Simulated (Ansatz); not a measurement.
BiF₃ (SMILES [F][Bi]([F])[F]), singlet, geometry from GFN2-xTB (such geometries of metal compounds can be far from the true shape) (core potentials on Bi). Base run: CAM-B3LYP/def2-SV(P) in Ansatz (a first-principles code).

Geometry (Å):
```xyz
4

Bi     0.0028    -0.0040     0.2731
F     -1.3526    -1.0098    -0.8407
F     -0.2219     1.6872    -0.8126
F      1.5484    -0.6402    -0.8653
```
All else is at Ansatz's defaults.
Base energy -513.88212 Eh.

The base run was repeated with changes; each row names its change, and settings that it needs were set with it.

| change | ΔE vs base (mEh) |
|---|---|
| base | 0.000 |
| final_grid = 10, 20, 41 | 0.005 |
| accuracy = high | 0.001 |
| final_grid = 14, 28, 59 | 0.005 |
| final_grid = 4, 8, 17 | 0.263 |
| lower_state_search = full | 0.000 |
| nuclear_model = gaussian | 0.064 |
| point_charge = charge:-1.0 position_ang:0.0857, 0.6591, -5.2266 | 15.616 |
| point_charge = charge:0.5 position_ang:0.8575, -2.7746, -4.2636 | -8.557 |
| point_charge = charge:1.0 position_ang:-3.9678, 0.4986, 1.9403 | 13.325 |
| forces = on | 0.000 |
